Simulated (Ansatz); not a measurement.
Ansatz (an electronic-structure program) input (PBE/6-31G*):

Ansatz 0.2 input:
```yaml
crystal:
  periodic: [false, false, false]
  atoms:
    - {symbol: Mg, position_ang: [-0.00000000, -0.00000000, -0.73115577]}
    - {symbol: F, position_ang: [0.00000000, 0.00000000, 0.97487436]}
basis:
  gaussian:
    orbitals: 6-31G*
hamiltonian:
  xc: {name: PBE}
total_charge: 1
relax: {f_tol: 0.003, max_steps: 120}
```

Question: Predict the final energy.

Answer: -299.42924 Eh.
